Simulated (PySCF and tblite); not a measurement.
The numbers below are computed, except where a source is named.
System: C₇H₉N, numbered as in [CH3:1][N:2]1[CH2:3][CH:4]=[C:5]1[CH:6]1[CH:7]=[CH:8]1.

Motion: pyramidal inversion at N2. GFN2-xTB gives an electronic barrier of 3.9 kcal/mol.

Task: What does PBE0/pcSseg-1 + D3(BJ) give on GFN2-xTB geometries?

Result: A barrier of 6.2 kcal/mol, 2.3 above the tight-binding barrier (from unrounded values) and, with GFN2-xTB thermal terms, ΔG‡(298 K) = 5.4 kcal/mol and k = 6.6×10⁸ s⁻¹ (1 equivalent path).

Programs: tblite and PySCF.
